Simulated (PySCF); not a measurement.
Vertical excitations of a molecule C4H7F from TDDFT-M06-2X/def2-SVPD in PySCF, as energy in eV (oscillator strength): 7.70 (0.016), 8.25 (0.015), 8.37 (0.010), 8.47 (0.001), 8.76 (0.000), 8.93 (0.009), 9.03 (0.110), 9.11 (0.001), 9.46 (0.004), 9.62 (0.034). Lowest triplet (TDA): 7.62 eV. Geometry optimised at PBE-D3(BJ)/def2-SVP. Other conformers were not sampled.

### Question
Which molecule gave these data?
A) C/C=C(\C)F
B) CC1(F)CC1
C) CC/C=C\F
D) C=C[C@H](C)F

### Answer
B, CC1(F)CC1
